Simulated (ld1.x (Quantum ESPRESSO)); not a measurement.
# Ho (Z = 67), TM: configuration errors across variants

```
Element                 : Ho (Z = 67)
Generator               : ld1.x (Quantum ESPRESSO) 7.5
Type                    : norm-conserving Troullier–Martins (Kleinman–Bylander form)
Functional              : PBE
Relativity              : fully relativistic
Frozen core             : [Kr] 4d10 5s2
Valence charge          : 19
Reference configuration : 4f11 5p6 5d0 6s1 6p0 (charge +1)
Partial waves           : 6s (bound): rc 2.90 bohr; 5p (bound): rc 1.40 bohr; 4f (bound): rc 1.05 bohr; 5d (bound, empty): rc 1.95 bohr
Local potential         : the d channel
Core correction         : none
```

Open shells are filled in proportion to 2j + 1 (rel_dist='average').

All-electron excitation energies from the reference (eV): (1) 4f11 5p6 5d0 6s2 6p0 -6.312; (2) 4f11 5p6 5d0 6s0 6p0 11.812; (3) 4f10 5p6 5d0 6s0 6p0 37.688; (4) 4f11 5p5 5d0 6s2 6p0 25.154; (5) 4f12 5p6 5d0 6s0 6p0 1.835; (6) 4f10 5p6 5d1 6s2 6p0 -1.778.

Tests that are not counted but printed errors over 1 eV. “base”: 4f11 5p6 5d0 6s0 6p2 (solver errors, printed error -3660 eV). “all radii scaled by about 0.78 (s 2.28, p 1.10, d 1.52, f 0.82 bohr)”: 4f11 5p6 5d0 6s0 6p2 (solver errors, printed error -3710 eV). “all radii scaled by about 1.07 (s 3.10, p 1.50, d 2.08, f 1.12 bohr)”: 4f11 5p6 5d0 6s0 6p2 (solver errors, printed error -3627 eV). “all radii scaled by about 1.15 (s 3.34, p 1.60, d 2.24, f 1.20 bohr)”: 4f11 5p6 5d0 6s0 6p2 (solver errors, printed error -3329 eV).

A true bound ghost makes a file unfit for plane-wave use even where its test errors are small: the radial tests pick states by their node count and pass the ghost by. Where a test does run into it, the solver fails or the error is huge.

Errors AE − PS in meV (a dash: test not solved or not reliable):

| change | (1) | (2) | (3) | (4) | (5) | (6) | bound ghosts |
| --- | --- | --- | --- | --- | --- | --- | --- |
| base | +2.3 | +8.0 | -487 | -127 | -328 | -711 | p3/2, s |
| all radii scaled by about 0.78 (s 2.28, p 1.10, d 1.52, f 0.82 bohr) | +3.2 | +13 | -355 | -55 | -147 | -415 | not determined |
| all radii scaled by about 0.90 (s 2.60, p 1.26, d 1.74, f 0.94 bohr) | +1.3 | +8.5 | -564 | -118 | -303 | -721 | p3/2, s |
| all radii scaled by about 1.07 (s 3.10, p 1.50, d 2.08, f 1.12 bohr) | +2.5 | +8.3 | -383 | -119 | -299 | -629 | p3/2, s |
| all radii scaled by about 1.15 (s 3.34, p 1.60, d 2.24, f 1.20 bohr) | +2.7 | +8.1 | -310 | -109 | -273 | -558 | p3/2, s |
| all radii scaled by about 1.25 (s 3.62, p 1.74, d 2.44, f 1.32 bohr) | +2.3 | +5.3 | -306 | – | -247 | -498 | p3/2, s |

(1) Give the same row for: all radii scaled by about 1.35 (s 3.90, p 1.88, d 2.62, f 1.42 bohr).

Answers

(1) +1.1, -0.4, -660, -97, -325, -682; bound ghosts: p3/2, s. Not counted: 4f11 5p6 5d0 6s0 6p2 (solver errors, printed error -3267 eV).
